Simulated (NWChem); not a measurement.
**Extrapolating the CCSD correlation energy of H3ClSi**

```xyz
5

Si     0.9965     0.0279     0.0000
Cl    -1.0818    -0.0303     0.0000
H      1.4600     0.7444     1.2180
H      1.4600     0.7444    -1.2180
H      1.5191    -1.3644     0.0000
```
Charge 0, spin multiplicity 1.

Program: NWChem. Structure: optimised with B3LYP/def2-SVP, a minimum by its harmonic frequencies.

The correlated methods keep 10 core orbitals frozen. The structure started from a generated list of species. Coupled-cluster values serve here as a point of comparison, not as the truth.

Worked example. The CCSD correlation energy is -274.59 mHa in cc-pVDZ and -356.61 mHa in cc-pVTZ. The form E(X) = E∞ + A/X³ turns the pair into an estimate of the basis-set limit.

E∞ = (3³·(-356.61) − 2³·(-274.59))/(3³ − 2³) = -391.1 mHa. The larger basis holds 91 % of that. This is a two-point estimate, and a rough one from so small a pair.
